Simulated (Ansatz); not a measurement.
Li₇Al, relaxed as a singlet with RKS PBE0-D4/def2-TZVP in Ansatz, starting from the GFN1-xTB geometry. Force threshold 0.02 eV/Å.

The structure comes from a short search, and lower isomers may exist.

Start:

```xyz
8

Al   -4.0289   -0.5187   -0.3077
Li    2.6888    0.3868    0.1498
Li   -1.0895   -0.7223    1.0632
Li    0.7898   -1.3227   -0.6334
Li   -1.1417    0.3826   -1.1028
Li    1.2469   -0.6953    1.8705
Li    0.3529    1.4869    0.7165
Li    1.1816    1.0027   -1.7562
```

Problem. Estimate the energy that the relaxation releases and the steps that it takes.

Solution. 76.2 kcal/mol, in 64 steps; 79 s on 4 threads of Arm Neoverse V2 on a shared host. No frequencies were taken in this run, so the end may be a saddle point.

Problem. Does the start keep its bonding?

Solution. Bonds lost: Li2–Li7, Li2–Li8, Li3–Li4, Li3–Li5, Li5–Li8, Li6–Li7, Li7–Li8 (atoms count from 1). Bonds formed: Al1–Li2, Al1–Li3, Al1–Li4, Al1–Li6, Al1–Li7, Li6–Li8 (atoms count from 1). Metal–metal contacts that move far: Li3–Li6 2.47 to 3.21 Å, Li2–Li6 2.49 to 3.20 Å, Li4–Li5 2.62 to 3.21 Å, Li2–Li4 2.67 to 3.20 Å. The end is the same structure that another start reached.

Problem. Predict the relaxed structure.

Solution. 
```xyz
8

Al   -1.119   -0.421    0.211
Li    0.523    1.703    0.358
Li   -0.509   -0.028    2.740
Li    0.745   -0.608   -1.841
Li   -1.829    1.298   -1.650
Li    1.478   -1.338    0.584
Li   -2.668    1.503    1.257
Li    3.380   -2.108   -1.659
```
Bond lengths (bridged metal pairs left out): 6 × Al–Li 2.63 to 2.78 Å; 5 × Li–Li 2.64 to 3.04 Å.
